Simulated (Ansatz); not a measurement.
A run for Ansatz (a quantum-chemistry and plane-wave program): R-B3LYP/def2-TZVPPD on AsH3 (SMILES [AsH3]). Files ending in .json are basis or fitting sets from the Basis Set Exchange.

Ansatz 0.2 input:
```yaml
crystal:
  periodic: [false, false, false]
  atoms:
    - {symbol: As, position_ang: [-0.18873439, -0.11764323, -0.35513058]}
    - {symbol: H, position_ang: [-0.15343769, -0.09021150, -1.88060545]}
    - {symbol: H, position_ang: [1.30997495, 0.13332965, -0.25091682]}
    - {symbol: H, position_ang: [-0.50743476, 1.36942323, -0.26976997]}
basis:
  gaussian:
    orbitals: def2-TZVPPD.json
hamiltonian:
  xc: {name: B3LYP}
scf: {lower_state_search: off}
```

Give the final energy of this run.

-2237.7117 hartree.
